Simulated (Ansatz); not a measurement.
Geometry optimisation of the cluster SbTe2⁺.

```yaml
crystal:
  periodic: [false, false, false]
  atoms:
    - {symbol: Sb, position_ang: [1.695590, -0.032430, -1.212960]}
    - {symbol: Te, position_ang: [-1.687340, -1.038320, 0.694220]}
    - {symbol: Te, position_ang: [-0.008250, 1.070750, 0.518750]}
basis:
  gaussian: {orbitals: def2-SVP}
total_charge: 1
hamiltonian: {xc: pbe0, dispersion: d4}
scf: {omitted_lower_state_checks: [starts]}
output: {orbitals: {seedname: orbitals}}
relax: {f_tol: 0.02, max_steps: 100}
```

```sh
$ ansatz run in.yaml --threads 4 --pin off --events-out ev --progress --plain --max-ram 3916MiB
```

Output, abridged:

```
Functional definition: PBE0
mean field -21117.31861524 eV, -776.0471452775 hartree, gradient 4.5e-5 eV, S^2 0.000000; 0 other end points of the search recorded, 0 dependent functions left out
relax step   1: F+E_penalty+E_count = -21117.45688395 eV  Δ(F+E_penalty+E_count) = +0.000e0 eV  max|allowed force component| = 1.032e0 eV/Å  Δτ_max = 0.0000 Å  (36 SCF iters, accepted)
mean field -21117.72525744 eV, -776.0620891026 hartree, gradient 8.4e-5 eV, S^2 0.000000; 0 other end points of the search recorded, 0 dependent functions left out
relax step   2: F+E_penalty+E_count = -21117.86842847 eV  Δ(F+E_penalty+E_count) = -4.115e-1 eV  max|allowed force component| = 8.613e-1 eV/Å  Δτ_max = 0.1949 Å  (39 SCF iters, accepted)
mean field -21118.11823894 eV, -776.0765309062 hartree, gradient 6.6e-6 eV, S^2 0.000000; 0 other end points of the search recorded, 0 dependent functions left out
relax step   3: F+E_penalty+E_count = -21118.26204534 eV  Δ(F+E_penalty+E_count) = -3.936e-1 eV  max|allowed force component| = 1.710e0 eV/Å  Δτ_max = 0.1950 Å  (43 SCF iters, accepted)
mean field -21118.60083074 eV, -776.0942658279 hartree, gradient 2.4e-5 eV, S^2 0.000000; 0 other end points of the search recorded, 0 dependent functions left out
relax step   4: F+E_penalty+E_count = -21118.74521710 eV  Δ(F+E_penalty+E_count) = -4.832e-1 eV  max|allowed force component| = 1.167e0 eV/Å  Δτ_max = 0.1951 Å  (54 SCF iters, accepted)
mean field -21118.87681005 eV, -776.1044078804 hartree, gradient 3.1e-5 eV, S^2 0.000000; 0 other end points of the search recorded, 0 dependent functions left out
relax step   5: F+E_penalty+E_count = -21119.02141780 eV  Δ(F+E_penalty+E_count) = -2.762e-1 eV  max|allowed force component| = 1.062e0 eV/Å  Δτ_max = 0.1951 Å  (40 SCF iters, accepted)
mean field -21118.92142503 eV, -776.1060474507 hartree, gradient 1.4e-5 eV, S^2 0.000000; 0 other end points of the search recorded, 0 dependent functions left out
relax step   6: F+E_penalty+E_count = -21119.06596159 eV  Δ(F+E_penalty+E_count) = -4.454e-2 eV  max|allowed force component| = 2.117e-1 eV/Å  Δτ_max = 0.0420 Å  (39 SCF iters, accepted)
mean field -21118.92462826 eV, -776.1061651672 hartree, gradient 1.6e-5 eV, S^2 0.000000; 0 other end points of the search recorded, 0 dependent functions left out
relax step   7: F+E_penalty+E_count = -21119.06905414 eV  Δ(F+E_penalty+E_count) = -3.093e-3 eV  max|allowed force component| = 3.942e-2 eV/Å  Δτ_max = 0.0108 Å  (36 SCF iters, accepted)
mean field -21118.92470468 eV, -776.1061679758 hartree, gradient 1.0e-5 eV, S^2 0.000000; 0 other end points of the search recorded, 0 dependent functions left out
relax step   8: F+E_penalty+E_count = -21119.06914336 eV  Δ(F+E_penalty+E_count) = -8.922e-5 eV  max|allowed force component| = 1.257e-3 eV/Å  Δτ_max = 0.0026 Å  (31 SCF iters, accepted)
mean field -21118.92470468 eV, -776.1061679758 hartree, gradient 1.0e-5 eV, S^2 0.000000; 0 other end points of the search recorded, 0 dependent functions left out
Total energy: -21119.06916393 eV, -776.1114767551 hartree
Atom 0 at     1.099207    -0.358507    -0.947994 Å, force     0.000317     0.000432    -0.000017 eV/Å
Atom 1 at    -1.143366    -1.113186     0.274201 Å, force    -0.000022     0.000825     0.000411 eV/Å
Atom 2 at     0.044158     1.471693     0.673803 Å, force    -0.000295    -0.001257    -0.000394 eV/Å
Dipole moment:     0.323478    -0.105551    -0.279003 e Å
Checks for a lower state left out: starts
```

Run time 11 s (4 threads of Intel Xeon Platinum 8488C on a shared host).

In the def2 sets Sb, Te take a core potential; there is no spin–orbit coupling. The structure comes from a short search, and lower isomers may exist.
